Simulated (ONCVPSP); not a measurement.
cadmium (Cd): excitation energies, all-electron against ONCV

ONCVPSP 4.0.1 input, shortened (lines: element, Z, core and valence counts, functional; n l f; lmax; l rc ep ncon nbas qcut; lloc lpopt rc5 dvloc0; l nproj debl; icmod fcfact rcfact), PBE, scalar-relativistic:

```
  Cd 48.00    6    4        4      upf
    1    0    2.00
    2    0    2.00
    2    1    6.00
    3    0    2.00
    3    1    6.00
    3    2   10.00
    4    0    2.00
    4    1    6.00
    4    2   10.00
    5    0    2.00
    2
    0    1.20    0.00    4    7    7.50
    1    1.10    0.00    4    7    7.10
    2    1.10    0.00    5    8    9.30
    2    5    1.10    0.00
    0    3    2.10
    1    2    0.70
    2    0    2.50
    1    0.60    0.00
```

In the p channel the program set the typed energies aside and used -2.461, 0.250 Ha.

Energies are relative to the spin-unpolarised reference configuration 4s2 4p6 4d10 5s2; without spin polarisation the order of configurations can differ from experiment.

```tsv
valence configuration	charge	ΔE all-electron (eV)	error AE − PS (meV)
4s2 4p6 4d10 5s0	+2	26.399	-5.6
4s2 4p6 4d9 5s0	+3	64.408	-7.9
4s2 4p6 4d10 5s1.5	+0.5	3.711	-0.6
```

(1) What are ΔE and the potential's error for 4s2 4p6 4d10 5s1?

Levels in the configuration 4s2 4p6 4d10 5s1.5:

```tsv
level	all-electron (eV)	pseudo (eV)
4s	-110.160	-110.163
4p	-71.217	-71.220
4d	-15.953	-15.953
5s	-9.232	-9.232
```

Answers

(1) ΔE = 9.273 eV all-electron; the error (AE − PS) is -1.6 meV.
